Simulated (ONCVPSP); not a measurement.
**Ti (Z = 22), ONCV: configuration errors across variants**

* Element: titanium (Ti)
* Generator: ONCVPSP 4.0.1
* Type: optimised norm-conserving Vanderbilt (ONCV)
* Functional: PBE
* Relativity: scalar-relativistic
* Frozen core: [Ne]
* Valence charge: 12
* Reference configuration: 3s2 3p6 3d2 4s2
* Partial waves: 3s+4s: rc 1.90 bohr, ncon 4, nbas 9, qcut 7.9 1/bohr, 2 projectors; 3p: rc 1.35 bohr, ncon 4, nbas 7, qcut 10.4 1/bohr, 2 projectors, debl 3.5 Ha; 3d: rc 1.40 bohr, ncon 4, nbas 9, qcut 12.4 1/bohr, 2 projectors, debl 2.9 Ha
* Local potential: polynomial inside 1.30 bohr (lpopt 1, dvloc0 0 Ha)
* Core correction: none

All-electron excitation energies from the reference (eV): (1) 3s2 3p6 3d2 4s1 7.347; (2) 3s2 3p6 3d2 4s0 20.919; (3) 3s2 3p6 3d1 4s0 47.867; (4) 3s2 3p6 3d3 4s1 1.106.

Errors AE − PS in meV (a dash: test not solved or not reliable):

| change | (1) | (2) | (3) | (4) | bound ghosts | GHOST(+) flags above zero |
| --- | --- | --- | --- | --- | --- | --- |
| base | -0.3 | -0.6 | +7.5 | +2.6 | none | none |
| all radii scaled by about 0.77 (s 1.48, p 1.04, d 1.08 bohr); local potential polynomial inside 1.02 bohr (lpopt 1, dvloc0 0 Ha) | -0.2 | -0.1 | +2.2 | +1.0 | none | none |
| all radii scaled by about 0.86 (s 1.64, p 1.16, d 1.20 bohr); local potential polynomial inside 1.12 bohr (lpopt 1, dvloc0 0 Ha) | -0.3 | -0.1 | +3.0 | +1.7 | none | none |
| all radii scaled by about 1.06 (s 2.02, p 1.44, d 1.48 bohr); local potential polynomial inside 1.38 bohr (lpopt 1, dvloc0 0 Ha) | -0.4 | -0.9 | +9.9 | +2.9 | none | none |
| all radii scaled by about 1.13 (s 2.14, p 1.52, d 1.58 bohr); local potential polynomial inside 1.46 bohr (lpopt 1, dvloc0 0 Ha) | -0.4 | -0.9 | +15 | +3.3 | none | none |
| all radii scaled by about 1.18 (s 2.24, p 1.60, d 1.66 bohr); local potential polynomial inside 1.54 bohr (lpopt 1, dvloc0 0 Ha) | -0.4 | -1.1 | +18 | +3.8 | none | none |
| all radii scaled by about 1.25 (s 2.38, p 1.68, d 1.76 bohr); local potential polynomial inside 1.62 bohr (lpopt 1, dvloc0 0 Ha) | -0.4 | -1.1 | +23 | +5.1 | none | none |
| all radii scaled by about 1.33 (s 2.54, p 1.80, d 1.86 bohr); local potential polynomial inside 1.74 bohr (lpopt 1, dvloc0 0 Ha) | -0.3 | -1.2 | +31 | +7.6 | none | none |

**Question.** Give the same row for: all radii scaled by about 0.92 (s 1.74, p 1.24, d 1.28 bohr); local potential polynomial inside 1.20 bohr (lpopt 1, dvloc0 0 Ha).

**Answer.** -0.3, -0.3, +4.4, +2.1; bound ghosts: none; GHOST(+) flags above zero: none.
